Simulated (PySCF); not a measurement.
SMILES O[SiH2][SiH2]O[SiH3], GFN2-xTB optimised geometry. Atoms within 1.6 Å of the plane z = 1.2 Å (x, y, z in Å): Si3 (1.81, -0.02, 0.00), O4 (0.18, -0.02, 0.00), Si5 (-1.37, 0.44, 0.00), H9 (2.19, 0.28, 1.39), H10 (2.13, -1.44, -0.24), H11 (-1.66, 1.01, 1.31), H12 (-2.13, -0.78, -0.26).

Calculation: PySCF with PBE0/def2-TZVP.

Map of the electron localisation function on the plane z = 1.2 Å:

```
|00000000000000000000000000000|
|00000000000000000000000000000|
|00000000000000000000000000000|
|00000000000000000000000000000|
|00000000000000000000000000000|
|00000000000000000000000000000|
|00000001232100000000000000000|
|00000147887510000000000000000|
|00000589999830000000000000000|
|00002899999950000002443100000|
|00004899999960000016898730000|
|00003899999940000039999972000|
|00001599999820110059999995000|
|00000268999511231059999996100|
|00000024675202431049999995100|
|00000001221002441038999972000|
|00000011110002331014776420000|
|00000111100001220001221100000|
|00000122100000100000110000000|
|00000011100000000000110000000|
|00000000000000000000111000000|
|00000000000000000000111000000|
|00000000000000000000000000000|
|00000000000000000000000000000|
|00000000000000000000000000000|
|00000000000000000000000000000|
|00000000000000000000000000000|
|00000000000000000000000000000|
|00000000000000000000000000000|
```
Scale: ten equal steps from 0.000 (start of '0') to 1.000 (end of '9'), in the order '0123456789'; x runs from -4.50 to 4.50, y from -4.50 (bottom) to 4.50 (top).
